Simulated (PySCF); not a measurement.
An unknown is described by computed data only.

Formula: C5H5ClO2S2.

| Property | Result |
| --- | --- |
| Polarisability | 120.5 au [PBE0/def2-SVPD] |
| 1H NMR | chemical shifts (computed TMS as zero) by class: 7.45 (1 H), 6.69 (1 H), 2.58 (3 H) ppm [GIAO B3LYP/pcSseg-1] |
| Dipole | 6.20 D [PBE0/def2-SVPD] |
| Triplet | lowest triplet excitation (Tamm–Dancoff): 3.24 eV [TDA PBE0/def2-SVPD] |
| 13C NMR | chemical shifts (computed TMS as zero) by class: 163.8 (1 C), 157.4 (1 C), 139.1 (1 C), 130.4 (1 C), 18.3 (1 C) ppm [GIAO B3LYP/pcSseg-1] |
| Rotational structure | rotational constants A, B, C: 1.819, 0.541, 0.521 GHz [PBE0-D3(BJ)/def2-SVP] |

Gas-phase values; electronic properties from PySCF, density fitting. Levels stand in brackets. The structure is a single PBE0-D3(BJ)/def2-SVP conformer in the gas phase; no vibrational or solvent corrections. Each NMR value is the plain mean over a class of atoms that symmetry, rotation or inversion makes alike.

Task: Propose a structure and show how it fits.

Result: Numbering: `[CH3:1][c:2]1[cH:3][cH:4][c:5]([S:6](=[O:7])(=[O:8])[Cl:9])[s:10]1`. 5 carbons fall into 5 classes; from least to most shielded: substituted aromatic carbon [C2] (163.8 ppm), substituted aromatic carbon [C5] (157.4 ppm), aromatic CH carbon [C4] (139.1 ppm), aromatic CH carbon [C3] (130.4 ppm), benzylic-type carbon [C1] (18.3 ppm). Hydrogen classes from least to most shielded: 1 H on an aromatic CH carbon, C4 (7.45 ppm), 1 H on an aromatic CH carbon, C3 (6.69 ppm), 3 H on a benzylic-type carbon, C1 (2.58 ppm). The optimised geometry has point group C1 and is an asymmetric top. Structure: `O=S(=O)(Cl)c1ccc(s1)C`. The assignments are read from this structure; whether some other isomer fits the data as well wasn't checked.

The values belong to the conformer `[CH3:1][c:2]1[cH:3][cH:4][c:5]([S:6](=[O:7])(=[O:8])[Cl:9])[s:10]1`: C4–C5–S6–O7 -154°.
